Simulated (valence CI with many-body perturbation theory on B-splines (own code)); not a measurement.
Missing levels of Zn²³⁺

Calculated by valence CI with perturbative core correlation (CI+MBPT): five valence electrons over a frozen Dirac-Fock core [He], radial functions for each j: 11 s, 11 p, 10 d, 8 f, 5 g, 2 h, with the one-electron correlation potential Σ1, the two-electron term Σ2, the three-electron term Σ3, Breit, model QED; selected CI, second order for the rest, scaled by the run's own slope (own B-spline code, finite nucleus).

No measured spectrum was set against this ion. As an estimate, levels of excited configurations hold to 0.05 to 0.15 % of their energy, terms of the ground configuration to about 0.5 %. Among the levels kept, up to 5500 cm⁻¹ of a level comes from second order outside the variational space, and about a tenth of that is noise between levels of different J, which matters for small intervals.

| Level | E (cm⁻¹) |
| --- | --- |
| 2s2 2p3 4S°_3/2 | 0 |
| 2s2 2p3 2D°_3/2 | 187960 |
| 2s2 2p3 2D°_5/2 | ? |
| 2s2 2p3 2P°_1/2 | 357370 |
| 2s2 2p3 2P°_3/2 | ? |
| 2s 2p4 4P_5/2 | 956720 |
| 2s 2p4 4P_3/2 | 1084800 |
| 2s 2p4 4P_1/2 | 1110600 |
| 2s 2p4 2D_3/2 | 1328800 |
| 2s 2p4 2D_5/2 | 1372300 |
| 2s 2p4 2S_1/2 | ? |
| 2s 2p4 2P_3/2 | 1579500 |
| 2s 2p4 2P_1/2 | ? |
| 2p5 2P°_3/2 | ? |
| 2p5 2P°_1/2 | 2657400 |
| 2s2 2p2 3s 4P_1/2 | 10010000 |
| 2s2 2p2 3s 4P_3/2 | 10156000 |
| 2s2 2p2 3s 2P_1/2 | 10189000 |
| 2s2 2p2 3s 4P_5/2 | ? |
| 2s2 2p2 3s 2P_3/2 | 10247000 |

Names give the largest LS component (configuration and term), which can be under half, so a name can repeat, a term be missing and a line seem to break the LS rules; names also repeat where a configuration has a term twice.

The levels stand in rising order. What does the calculation give for the missing energies?

2s2 2p3 2D°_5/2 254310; 2s2 2p3 2P°_3/2 500700; 2s 2p4 2S_1/2 1517100; 2s 2p4 2P_1/2 1767400; 2p5 2P°_3/2 2452400; 2s2 2p2 3s 4P_5/2 10217000.
